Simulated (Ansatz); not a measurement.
CH$_{3}$FO$_{2}$Si, SMILES `O[Si@H]1O[C@H]1F`. The species carries charge 0 and has multiplicity 1.

| atom | x (Å) | y (Å) | z (Å) |
| --- | --- | --- | --- |
| O1 | -1.376 | -0.991 | -0.864 |
| Si2 | -0.325 | 0.230 | -0.680 |
| O3 | -0.248 | 1.053 | 0.760 |
| C4 | 0.940 | 0.252 | 0.614 |
| F5 | 0.969 | -0.774 | 1.521 |
| H6 | -1.468 | -1.614 | -0.139 |
| H7 | -0.351 | 1.016 | -1.921 |
| H8 | 1.858 | 0.828 | 0.709 |

Task: List the harmonic frequencies (cm⁻¹, unscaled) at PBE0-D4/def2-TZVP in Ansatz. (Best estimate.)

Result: The calculation gave: 139, 242, 370, 396, 497, 602, 722, 741, 802, 886, 952, 1049, 1128, 1191, 1351, 2317, 3138, 3898.

Task: Is this a minimum?

Result: Yes, all 18 modes are real.

Task: Give the ideal-gas thermochemistry at 298.15 K and 1 bar (rigid rotor, harmonic oscillator; point group C1, symmetry number 1).

Result: Zero-point energy 122.1 kJ/mol; H(298) − E = 139.0 kJ/mol; entropy 311.8 J/(mol·K), of which translation 165.5, rotation 108.7, vibration 37.6; G(298) − E = 46.1 kJ/mol.

Task: Rotational constants (cm⁻¹)?

Result: 0.253, 0.1105, 0.08915.
